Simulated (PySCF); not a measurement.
PySCF input for Al(F)(Me)(NH2) (CH₅AlFN), SMILES [F][Al]([NH2])[CH3], PBE0/pcSseg-1. The structure is a stationary point at B3LYP-D3(BJ)/def2-SVP. The values are those of a single conformer.

```python
import numpy as np
from pyscf import gto, scf, dft
from pyscf.prop.nmr import rks as nmr

mol = gto.M(
    atom='''
    Al    0.03497857   -0.03142640   -0.00000000
    F     1.65325694   -0.45802139    0.00000000
    C    -0.47244478    1.84429602   -0.00000000
    H    -0.06548502    2.36168978    0.88534265
    H    -1.56556504    1.98446577    0.00000001
    H    -0.06548502    2.36168978   -0.88534265
    N    -1.11622967   -1.37292684   -0.00000000
    H    -2.12689377   -1.27600408    0.00000001
    H    -0.86232864   -2.35639376   -0.00000000
    ''',
    basis='pcSseg-1',
    charge=0,
    spin=0,
    max_memory=1600,
    verbose=3,
)
mf = dft.RKS(mol, xc='pbe0')
mf.grids.level = 3
mf.conv_tol = 1e-10
mf.max_cycle = 100
mf.kernel()
n = nmr.NMR(mf)
n.verbose = 2
n.max_cycle_cphf = 60
sigma = n.kernel()
print('atom   isotropic/ppm   span/ppm')
for i, s in enumerate(sigma):
    w = np.linalg.eigvalsh((s + s.T) / 2)
    print(f'{mol.atom_symbol(i):2s}{i + 1:3d} {w.mean():14.3f} {w[2] - w[0]:11.3f}')
```

Log of the run:

```
converged SCF energy = -437.91368933379
atom   isotropic/ppm   span/ppm
Al  1        406.773     143.738
F   2        346.886     165.090
C   3        202.481      10.571
H   4         31.519      12.474
H   5         31.880      12.369
H   6         31.519      12.474
N   7        240.659      63.000
H   8         30.534      16.054
H   9         30.530      18.295
```

The calculation finished and met its thresholds.

Cost: roughly 13 core-seconds.
